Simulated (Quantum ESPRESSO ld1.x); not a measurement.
Ta XLIII, configuration [Ar] 3d10 4s2 4p1. Method: scalar-relativistic Kohn-Sham, LDA (Slater exchange, Perdew-Zunger correlation), spin-polarised, spherical densities, point nucleus; open shells are filled with parallel spins first; computed with ld1.x of Quantum ESPRESSO 7.5.

Unscreened Slater integrals over Kohn-Sham orbitals (hartree). They are taken over the spin-up orbitals.

integral,value
"F0(4p,4p)",2.1750
"F2(4p,4p)",1.1303
"F0(4p,4s)",2.1990
"G1(4p,4s)",1.4829
"F0(4p,3d)",2.7523
"F2(4p,3d)",0.80349
"G1(4p,3d)",0.26180
"G3(4p,3d)",0.26548
"F0(4p,3p)",2.7032
"F2(4p,3p)",0.85902
"G0(4p,3p)",0.23374
"G2(4p,3p)",0.28191
"F0(4s,4s)",2.2252
"F0(4s,3d)",2.7904
"G2(4s,3d)",0.26736
"F0(4s,3p)",2.7406
"G1(4s,3p)",0.28095
"F0(3d,3d)",5.0091
"F2(3d,3d)",2.5619
"F4(3d,3d)",1.6504
"F0(3d,3p)",4.6760
"F2(3d,3p)",2.2508
"G1(3d,3p)",2.4544
"G3(3d,3p)",1.6237
"F0(3p,3p)",4.4806
"F2(3p,3p)",2.2468

Derived for the open shells (J is the average intra-shell exchange parameter used in DFT+U). 4p: J = F2/5 = 0.2261 hartree.
